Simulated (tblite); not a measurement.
Compound: C5H7O2 (charge -1).
Numbering: `[O:1]=[C:2]([O-:3])[CH2:4][CH:5]1[CH2:6][CH2:7]1` (hydrogens: H8, H9 on C4; H10 on C5; H11, H12 on C6; H13, H14 on C7)
Bond orders are those of one Lewis drawing.

Computed with GFN2-xTB (tblite), gas phase: Langevin dynamics at 600 K from the optimised GFN2-xTB geometry, time step 0.5 fs, friction 0.01 fs⁻¹, 2000 steps. The instantaneous temperature is 2·E(kin)/(3Nk) with all 3N coordinates.

| t (fs) | T (K) | E(pot) above start (eV) | O1=C2 (Å) | C2–O3 (Å) | C2–C4 (Å) | C4–C5 (Å) | C5–C6 (Å) | C4–H8 (Å) | O1–C2–C4–C5 (°) |
| --- | --- | --- | --- | --- | --- | --- | --- | --- | --- |
| 0 | 465 | 0.000 | 1.237 | 1.237 | 1.601 | 1.501 | 1.496 | 1.096 | 139 |
| 50 | 464 | 0.663 | 1.219 | 1.299 | 1.535 | 1.545 | 1.517 | 1.178 | 151 |
| 100 | 648 | 0.532 | 1.270 | 1.213 | 1.596 | 1.532 | 1.449 | 1.135 | 156 |
| 150 | 533 | 0.896 | 1.242 | 1.255 | 1.610 | 1.509 | 1.535 | 0.999 | 165 |
| 200 | 934 | 0.925 | 1.222 | 1.251 | 1.661 | 1.511 | 1.474 | 1.086 | -167 |
| 250 | 529 | 1.377 | 1.282 | 1.201 | 1.604 | 1.497 | 1.584 | 1.204 | -133 |
| 300 | 520 | 1.179 | 1.213 | 1.244 | 1.790 | 1.595 | 1.453 | 1.113 | -126 |
| 350 | 616 | 1.162 | 1.246 | 1.236 | 1.615 | 1.494 | 1.486 | 1.071 | -118 |
| 400 | 483 | 1.135 | 1.251 | 1.269 | 1.543 | 1.537 | 1.459 | 1.200 | -106 |
| 450 | 564 | 0.725 | 1.255 | 1.284 | 1.511 | 1.520 | 1.486 | 1.148 | -89 |
| 500 | 478 | 0.736 | 1.248 | 1.202 | 1.675 | 1.609 | 1.518 | 1.032 | -88 |
| 550 | 408 | 0.660 | 1.230 | 1.243 | 1.750 | 1.544 | 1.501 | 1.123 | -72 |
| 600 | 667 | 0.681 | 1.239 | 1.268 | 1.597 | 1.505 | 1.456 | 1.136 | -83 |
| 650 | 759 | 0.922 | 1.233 | 1.241 | 1.573 | 1.488 | 1.480 | 1.029 | -84 |
| 700 | 770 | 0.915 | 1.251 | 1.217 | 1.547 | 1.562 | 1.488 | 1.131 | -73 |
| 750 | 819 | 1.221 | 1.197 | 1.235 | 1.644 | 1.514 | 1.581 | 1.140 | -64 |
| 800 | 679 | 0.964 | 1.206 | 1.240 | 1.697 | 1.502 | 1.438 | 1.018 | -59 |
| 850 | 555 | 1.003 | 1.228 | 1.204 | 1.535 | 1.583 | 1.490 | 1.181 | -59 |
| 900 | 524 | 0.797 | 1.207 | 1.237 | 1.641 | 1.508 | 1.517 | 1.187 | -76 |
| 950 | 710 | 0.982 | 1.244 | 1.246 | 1.609 | 1.456 | 1.484 | 1.107 | -65 |
| 1000 | 566 | 0.804 | 1.242 | 1.263 | 1.562 | 1.479 | 1.494 | 1.048 | -75 |

**Question.** From 500 fs on, how do temperature and potential energy compare with equipartition?

**Answer.** The mean temperature of these 11 frames is 630 K against the target 600 K, and the mean potential energy 0.88 eV against 36 × kT/2 = 0.93 eV for 36 classical harmonic modes. For 14 atoms in a canonical ensemble the temperature itself scatters by T·√(2/(3N)) = 131 K; here its standard deviation is 126 K. The whole run lasts only 10 friction times of 100 fs, so these averages carry a wide statistical error.

**Question.** What are the kinetic and total energies of the listed frame with the highest potential energy?

**Answer.** The one at 250 fs, 1.377 eV above the start. Its kinetic energy is 3NkT/2 = 0.957 eV at 529 K, so the sum is 2.33 eV; over the listed frames the sum runs from 0.84 to 2.70 eV, since the thermostat adds and removes energy.

**Question.** How much do the listed bonds fluctuate from 500 fs on?

**Answer.** 
```
 bond  at the start (Å)  mean (Å)  standard deviation (Å)
O1=C2             1.237     1.230                   0.018
C2–O3             1.237     1.236                   0.020
C2–C4             1.601     1.621                   0.064
C4–C5             1.501     1.523                   0.044
C5–C6             1.496     1.495                   0.035
C4–H8             1.096     1.103                   0.058
```

The motion is classical and holds no zero-point motion.

The cost below is that of the whole dynamics run. Hardware: one thread of an AMD EPYC 7B13, no GPU, shared host with 128 logical CPUs at a one-minute load of 11. Cost: 9.4 s wall, 0.18 GiB resident at most.
